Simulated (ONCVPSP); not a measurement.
## Pseudopotential generation for fluorine (F): ONCV, PW91, scalar-relativistic.

Input for ONCVPSP 4.0.1:

```
# ATOM AND REFERENCE CONFIGURATION
# atsym  z   nc   nv     iexc    psfile
  F 9.00    1    2  -109134      upf
#
#   n    l    f
    1    0    2.00
    2    0    2.00
    2    1    5.00
#
# PSEUDOPOTENTIAL AND OPTIMIZATION
# lmax
    1
#
#   l,   rc,      ep,       ncon, nbas, qcut
    0    0.65    0.00    4    7   12.40
    1    1.30    0.00    4    8   10.80
#
# LOCAL POTENTIAL
# lloc, lpopt,  rc(5),   dvloc0
    4    5    0.40    0.00
#
# VANDERBILT-KLEINMAN-BYLANDER PROJECTORs
# l, nproj, debl
    0    2    3.70
    1    2    1.70
#
# MODEL CORE CHARGE
# icmod, fcfact, rcfact
    2    0.20    1.00
#
# LOG DERIVATIVE ANALYSIS
# epsh1, epsh2, depsh
   -3.00    5.00    0.02
#
# OUTPUT GRID
# rlmax, drl
    6.00    0.01
#
# TEST CONFIGURATIONS
# ncnf
    4
# nvcnf
#   n    l    f
    2
    2    0    2.00
    2    1    4.00
#
    2
    2    0    2.00
    2    1    3.00
#
    2
    2    0    2.00
    2    1    2.00
#
    2
    2    0    2.00
    2    1    4.50
#
```

Command:

```bash
oncvpsp.x < F.dat > F.out
```

Output (shortened: citation, most of the input echo, consistency checks and plot data are left out):

```
ONCVPSP  (Optimized Norm-Conservinng Vanderbilt PSeudopotential)
scalar-relativistic version 4.0.1

#   n    l    f        energy (Ha)
    1    0    2.00    -2.4395120E+01
    2    0    2.00    -1.1004919E+00
    2    1    5.00    -4.1168690E-01

Reference configufation results
  iterations    23
  all-electron total energy (Ha)   -9.98104064D+01

Begin loop to  construct optimized pseudo wave functions
and semi-local pseudopoentials for all angular momenta

   Wellstate for l =  0  n =  4
     eigenvalue =   2.5995
     asymptotic potential =   3.0995
     half-point radius =  2.7342

Calculating optimized projector #   1

 for l=   0

    Fraction of norm inside rc  0.221678
    Optimizing pswf for qcut=  12.40 a_B^-1,  ecut=  76.90 Ha
    Residual kinetic energy error=  4.30D-05 Ha

    Energy error per electron        Cutoff
         Ha          eV             Ha
         0.01000     0.27211       42.15
         0.00100     0.02721       58.87
         0.00010     0.00272       72.10
         0.00001     0.00027      115.88

Calculating optimized projector #   2

 for l=   0

    Fraction of norm inside rc  0.036856
    Optimizing pswf for qcut=  12.40 a_B^-1,  ecut=  76.90 Ha
    Residual kinetic energy error=  3.24D-04 Ha

    Energy error per electron        Cutoff
         Ha          eV             Ha
         0.01000     0.27211       30.50
         0.00100     0.02721       49.44
         0.00010     0.00272      230.10
         0.00001     0.00027      397.63

   Wellstate for l =  1  n =  4
     eigenvalue =   1.2883
     asymptotic potential =   1.7883
     half-point radius =  4.3952

Calculating optimized projector #   1

 for l=   1

    Fraction of norm inside rc  0.705133
    Optimizing pswf for qcut=  10.79 a_B^-1,  ecut=  58.18 Ha
    Residual kinetic energy error=  1.13D-06 Ha

    Energy error per electron        Cutoff
         Ha          eV             Ha
         0.01000     0.27211       32.11
         0.00100     0.02721       40.89
         0.00010     0.00272       47.53
         0.00001     0.00027       53.05

Calculating optimized projector #   2

 for l=   1

    Fraction of norm inside rc  0.070542
    Optimizing pswf for qcut=  10.79 a_B^-1,  ecut=  58.18 Ha
    Residual kinetic energy error=  1.68D-06 Ha

    Energy error per electron        Cutoff
         Ha          eV             Ha
         0.01000     0.27211       28.21
         0.00100     0.02721       38.73
         0.00010     0.00272       47.00
         0.00001     0.00027       53.57

Construct Vanderbilt / Kleinmman-Bylander projectors

B matrix Hermiticity error, ll=   0
   1   2   -2.1101E-04

  Orthonormal projector coefficients  3.0849E+01  1.0365E+01

B matrix Hermiticity error, ll=   1
   1   2   -7.9448E-05

  Orthonormal projector coefficients -1.0356E+01 -2.5305E+00

Model core correction analysis
  based on d2Exc/dn_idn_j

d2excae - all-electron derivatives

   -5.445971D-02   -4.659586D-02
   -4.659723D-02   -4.511027D-02

d2excps - pseudofunction derivatives with no core correction

   -5.270201D-02   -4.884790D-02
   -4.884853D-02   -4.663621D-02

rms 2nd derivative error    1.972186E-03

amplitude prefactor, scale prefactor
    4.8244    1.3620

d2excps - pseudofunction derivatives with core correction

   -5.274395D-02   -4.864596D-02
   -4.864684D-02   -4.630875D-02

rms 2nd derivative error    1.787737E-03

Pseudoatom total energy  -23.975796

Diagnostic tests using Vanderbilt-Kleinman-Bylander pseudopotentials
  1 or more projectors used as specified by nproj input data

   l    rcore       rmatch      e in        delta e   norm test  slope test

   0   0.6518857   0.6716784  -1.1004919  -0.0000235   1.0000649   1.0000110
   0   0.6518857   0.6716784   2.5995081   0.0000996   1.0003420   1.0003420

   1   1.3047798   1.3443958  -0.4116869  -0.0000047   1.0000495   1.0000613
   1   1.3047798   1.3443958   1.2883131   0.0000037   1.0001512   1.0001512

 Testing for bound ghosts
   n   l    E NL Schr. Eq   E Basis Diag.   E Cutoff

   1   0       -1.100515       -0.926295    437.92

   2   1       -0.411692       -0.406379    177.48

 Testing for highly-localized positive-energy ghosts
       l    <radius>/rc     E Basis Diag.   E Cutoff

Test configuration 0

   n   l     f        eae           eps        diff
   1   0  2.0000  -24.39512037
   2   0  2.0000   -1.10049188   -1.10051538   -2.35D-05
   2   1  5.0000   -0.41168690   -0.41169161   -4.71D-06

    Total energies and differences
      AE_ref= -9.98104064D+01  AE_tst= -9.98104064D+01  dif=  0.00D+00
      PS_ref= -2.39757961D+01  PS_tst= -2.39757961D+01  dif= -3.55D-15
      PSP excitation error=  3.55D-15

Test configuration 1

   n   l     f        eae           eps        diff
   1   0  2.0000  -25.15889605
   2   0  2.0000   -1.74378508   -1.74400293   -2.18D-04
   2   1  4.0000   -1.04454660   -1.04245411    2.09D-03

    Total energies and differences
      AE_ref= -9.98104064D+01  AE_tst= -9.90940440D+01  dif=  7.16D-01
      PS_ref= -2.39757961D+01  PS_tst= -2.32601361D+01  dif=  7.16D-01
      PSP excitation error=  7.03D-04

Test configuration 2

   n   l     f        eae           eps        diff
   1   0  2.0000  -26.12042146
   2   0  2.0000   -2.50154208   -2.49960122    1.94D-03
   2   1  3.0000   -1.80590924   -1.79628740    9.62D-03

    Total energies and differences
      AE_ref= -9.98104064D+01  AE_tst= -9.76787881D+01  dif=  2.13D+00
      PS_ref= -2.39757961D+01  PS_tst= -2.18500491D+01  dif=  2.13D+00
      PSP excitation error=  5.87D-03

Test configuration 3

   n   l     f        eae           eps        diff
   1   0  2.0000  -27.26453104
   2   0  2.0000   -3.35532906   -3.34607777    9.25D-03
   2   1  2.0000   -2.67983814   -2.65290006    2.69D-02

    Total energies and differences
      AE_ref= -9.98104064D+01  AE_tst= -9.54448998D+01  dif=  4.37D+00
      PS_ref= -2.39757961D+01  PS_tst= -1.96333378D+01  dif=  4.34D+00
      PSP excitation error=  2.30D-02

Test configuration 4

   n   l     f        eae           eps        diff
   1   0  2.0000  -24.75081840
   2   0  2.0000   -1.40610580   -1.40637351   -2.68D-04
   2   1  4.5000   -0.71057320   -0.70997162    6.02D-04

    Total energies and differences
      AE_ref= -9.98104064D+01  AE_tst= -9.95314152D+01  dif=  2.79D-01
      PS_ref= -2.39757961D+01  PS_tst= -2.36969054D+01  dif=  2.79D-01
      PSP excitation error=  1.01D-04
```

The run took about 3.5 s on one core of a shared server CPU.
